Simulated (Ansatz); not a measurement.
Scan of Al2O, singlet: symmetric bend, bond length relaxed. Scanned: Al-O-Al angle. Other coordinates (O-Al bond length) were minimised at B3LYP/def2-TZVP.

The free coordinates were minimised at B3LYP/def2-TZVP in PySCF; the energy column is CCSD(T) on RHF/aug-cc-pVQZ, frozen core (Ansatz, a program for electronic structure), in kcal/mol.

| a / ° | O-Al bond length / Å | E |
|---|---|---|
| 180 | 1.711 | 0.0 |
| 167 | 1.712 | 0.2 |
| 157 | 1.713 | 0.6 |
| 147 | 1.716 | 1.4 |
| 137 | 1.720 | 2.6 |
| 127 | 1.725 | 4.6 |
| 117 | 1.732 | 7.5 |
| 107 | 1.742 | 11.9 |
| 97 | 1.758 | 18.6 |
| 87 | 1.787 | 29.2 |
| 80 | 1.822 | 40.3 |
